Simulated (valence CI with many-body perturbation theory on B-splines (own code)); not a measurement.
# Hyperfine factors and g values of La LI

Computed by valence CI with perturbative core correlation (CI+MBPT): five valence electrons over a frozen Dirac-Fock core [He], radial functions for each j: 11 s, 11 p, 10 d, 8 f, 5 g, 2 h, with the one-electron correlation potential Σ1 (screened to all orders), the two-electron term Σ2, the three-electron term Σ3, Breit, model QED; selected single and double excitations, second order for the rest, scaled by the run's own slope (own B-spline code, finite nucleus).

No measured spectrum was set against this ion. As an estimate, large intervals hold to a few tenths of a per cent, small ones and those within an open d or f shell to about a per cent. Among the levels kept, up to 7200 cm⁻¹ of a level comes from second order outside the variational space, and about a tenth of that is noise between levels of different J, which matters for small intervals.

A/g_I is the dipole constant over the nuclear g factor μ/I (μ in nuclear magnetons, uniformly magnetised nucleus), B/Q the quadrupole constant per barn. Both hold the static response of the core; the bare values leave it out. Large factors of s and p1/2 electrons are usually good to 5 to 10 %; those of open d and f shells near neutrality can be off by tens of per cent, and small factors of p3/2, d and f electrons come from cancelling terms and can be off by a factor of two or in sign, in half-filled shells by more. B is blank for J = 1/2, where it vanishes, and for nearly pure S terms. Energies count from the lowest level.

Levels are named by their leading jj configuration (3d3/2^4 stands for four electrons in 3d with j = 3/2), which in mixed levels can hold well under half, so a name can repeat and another be missing. Letters in brackets count levels of one name in rising energy.

```tsv
Level	E (Ry)	g	A/g_I (MHz)	A/g_I bare	B/Q (MHz/b)	B/Q bare
(2s^2 2p1/2^2 2p3/2) J=3/2	0.00	1.349	342000	352000	640000	641000
(2s^2 2p1/2 2p3/2^2) J=3/2	30.43	1.441	-59800	-46100	74400	74500
(2s^2 2p1/2 2p3/2^2) J=5/2	31.96	1.178	776000	780000	-2650	-2660
(2s^2 2p1/2 2p3/2^2) J=1/2	34.46	0.638	2460000	2440000		
(2s 2p1/2^2 2p3/2^2) J=5/2	47.71	1.474	1790000	1780000	164000	164000
(2s 2p1/2^2 2p3/2^2) J=1/2	53.16	2.074	7480000	7390000		
(2s 2p1/2^2 2p3/2^2) J=3/2	53.27	1.194	-1070000	-1030000	-149000	-149000
(2s^2 2p3/2^3) J=3/2	64.99	1.285	366000	375000	-716000	-718000
(2s 2p1/2 2p3/2^3) J=3/2 [a]	79.69	1.566	1780000	1770000	-529000	-530000
(2s 2p1/2 2p3/2^3) J=5/2	82.20	1.283	2230000	2220000	-846000	-847000
(2s 2p1/2 2p3/2^3) J=1/2	85.18	1.403	-2580000	-2520000		
(2s 2p1/2 2p3/2^3) J=3/2 [b]	85.97	1.046	124000	142000	-142000	-142000
(2p1/2^2 2p3/2^3) J=3/2	105.07	1.314	336000	354000	-675000	-677000
(2s 2p3/2^4) J=1/2	116.87	1.792	7550000	7450000		
(2p1/2 2p3/2^4) J=1/2	137.14	0.638	2460000	2440000		
(2s^2 2p1/2^2 3s) J=1/2	377.09	2.012	2150000	2130000		
(2s^2 2p1/2^2 3p1/2) J=1/2	382.32	0.655	707000	703000		
(2s^2 2p1/2^2 3p3/2) J=3/2	392.30	1.329	101000	104000	184000	184000
(2s^2 2p1/2^2 3d3/2) J=3/2	397.28	0.785	58900	58700	29900	30200
(2s^2 2p1/2^2 3d5/2) J=5/2	400.48	1.195	21900	22100	21700	22100
(2s^2 2p1/2 2p3/2 3s) J=3/2 [a]	408.06	1.666	535000	539000	430000	431000
(2s^2 2p1/2 2p3/2 3s) J=1/2	408.62	1.299	-939000	-912000		
(2s^2 2p1/2 2p3/2 3s) J=5/2	409.35	1.328	1140000	1140000	600000	601000
(2s^2 2p1/2 2p3/2 3s) J=3/2 [b]	409.70	0.977	706000	713000	366000	367000
(2s^2 2p1/2 2p3/2 3p1/2) J=1/2	413.25	1.724	-459000	-437000		
(2s^2 2p1/2 2p3/2 3p1/2) J=3/2 [a]	413.66	1.140	523000	529000	126000	126000
(2s^2 2p1/2 2p3/2 3p1/2) J=5/2	414.57	1.071	851000	854000	593000	594000
(2s^2 2p1/2 2p3/2 3p1/2) J=3/2 [b]	416.54	1.333	526000	534000	633000	634000
(2s^2 2p1/2 2p3/2 3p3/2) J=5/2 [a]	421.86	1.506	862000	861000	726000	728000
(2s^2 2p1/2 2p3/2 3p3/2) J=1/2 [a]	422.89	1.609	-613000	-600000		
(2s^2 2p1/2 2p3/2 3p3/2) J=3/2 [a]	423.37	1.155	783000	783000	-428000	-429000
(2s^2 2p1/2 2p3/2 3p3/2) J=3/2 [b]	423.69	1.442	1200000	1200000	203000	204000
(2s 2p1/2^2 2p3/2 3s) J=5/2	423.79	1.513	1140000	1140000	509000	510000
(2s^2 2p1/2 2p3/2 3p3/2) J=7/2	423.89	1.233	548000	552000	796000	798000
(2s^2 2p1/2 2p3/2 3p3/2) J=5/2 [b]	425.47	1.221	733000	735000	151000	151000
(2s 2p1/2^2 2p3/2 3s) J=3/2 [a]	425.49	1.439	1120000	1120000	302000	302000
(2s^2 2p1/2 2p3/2 3p3/2) J=1/2 [b]	426.14	0.655	1900000	1890000		
(2s^2 2p1/2 2p3/2 3d3/2) J=3/2 [a]	428.27	1.075	501000	501000	-177000	-178000
(2s^2 2p1/2 2p3/2 3d3/2) J=5/2 [a]	428.37	1.115	716000	715000	225000	226000
(2s^2 2p1/2 2p3/2 3d3/2) J=1/2 [a]	428.64	0.238	538000	525000
```

Question: Take the isotope of mass number 139, with I = 7/2, μ = 2.7791 μN, leaving out the quadrupole term. What is the hyperfine structure of (2s^2 2p1/2 2p3/2^2) J=3/2?

Answer: From the table A = -47500 MHz. Shifts from the centre of gravity in MHz: F = 2: 321000, F = 3: 178000, F = 4: -11900, F = 5: -249000.
